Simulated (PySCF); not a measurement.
# From computed data to an observable: chemical shift, span and skew from a shielding tensor

Al(Cl)2(SeH) (AlCl2HSe), SMILES [Cl][Al]([Cl])[SeH]. Atoms are numbered in the order given.

```xyz
5

Al    -0.0001     0.5447     0.0000
Cl     1.8193     1.5828     0.0000
Cl    -1.8024     1.6168     0.0000
Se     0.0340    -1.7547     0.0000
H     -1.4418    -1.8146     0.0000
```
Charge 0, spin multiplicity 1.

The structure is a stationary point at B3LYP-D3(BJ)/def2-SVP. The values are those of a single conformer.

GIAO shieldings from PBE/pcSseg-1 run with PySCF, non-relativistic, no solvent. The symmetric part of the tensor of Se4 has the principal values 1936.7, 1990.1, 2282.1 ppm. The same nucleus in Me2Se has σ = 1634.8 ppm at this level (PySCF, at its B3LYP-D3(BJ)/def2-TZVP geometry). Without spin–orbit terms, shifts of atoms bonded to Cl or Br come out too high.

### Question
Work out the isotropic shielding, the ⁷⁷Se shift against Me2Se, the span and the skew.

### Answer

σ(iso) = (σ11 + σ22 + σ33)/3 = 2069.6 ppm. δ = σ(ref) − σ(iso) = 1634.8 − (2069.6) = -434.8 ppm.
Span Ω = σ33 − σ11 = 345.4 ppm. Skew κ = 3(σ(iso) − σ22)/Ω = 0.69. Tumbling in solution averages the tensor to δ; in a static solid the shielding alone would spread this spin-1/2 line over Ω.
